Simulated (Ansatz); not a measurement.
Born–Oppenheimer molecular dynamics of CH5AlO3 (10 atoms, charge 0, multiplicity 1). It starts at the highest image of a converged band. Of that band: The profile has 2 maxima (images 3, 6) with wells between them (image 5): this band takes more than one step, which may be the mechanism or a detour left from its start path. A vibrational analysis at the climbing image gives 3 clearly imaginary modes (358i, 78i, 65i cm⁻¹): a point of higher order, so a lower path passes nearby.

Method: RKS r2SCAN/def2-SVP (Ansatz 0.2.0).

```json
{
 "ensemble": "NVE (velocity Verlet)",
 "time step": "0.5 fs",
 "steps asked": "155",
 "starting velocities drawn for": "100 K",
 "seed": "4816"
}
```

First frame:

```xyz
10
Properties=species:S:1:pos:R:3
Al -0.908 -0.468 -0.425
O 0.136 0.124 0.770
C 1.388 0.730 0.858
O -0.615 -0.332 -2.050
H -0.404 -0.213 -2.966
O -2.332 -1.235 0.097
H 1.427 1.698 0.320
H 1.637 0.931 1.915
H 2.195 0.093 0.446
H -2.522 -1.328 1.035
```

**Question.** How far do the bonds stretch over the last three quarters of this one trajectory? (Pairs bonded in most of those frames.)

**Answer.** 
| bond | mean (Å) | spread (Å) | shortest | longest |
| --- | --- | --- | --- | --- |
| Al1–O2 | 1.692 | 0.013 | 1.67 | 1.71 |
| Al1–O4 | 1.696 | 0.031 | 1.65 | 1.75 |
| Al1–O6 | 1.697 | 0.014 | 1.67 | 1.72 |
| O2–C3 | 1.398 | 0.009 | 1.38 | 1.41 |
| C3–H7 | 1.107 | 0.005 | 1.10 | 1.12 |
| C3–H8 | 1.105 | 0.008 | 1.09 | 1.12 |
| C3–H9 | 1.107 | 0.006 | 1.10 | 1.12 |
| O4–H5 | 0.963 | 0.023 | 0.92 | 1.00 |
| O6–H10 | 0.961 | 0.007 | 0.95 | 0.97 |

Mean temperature of the second half: 141 K. The conserved energy stayed within 0.13 meV per atom of its start (net change 0.095 meV per atom), so the integration is sound. The system heated up, since it started high on the potential surface and ran downhill. A run of 0.077 ps of so small a system gives no equilibrium averages. The orbitals stay closed-shell, which can raise the energy where a bond breaks towards radicals; this wasn't checked here.

Run time: 8.9 min on 2 threads of Arm Neoverse V1 (shared host), peak memory 0.16 GiB.
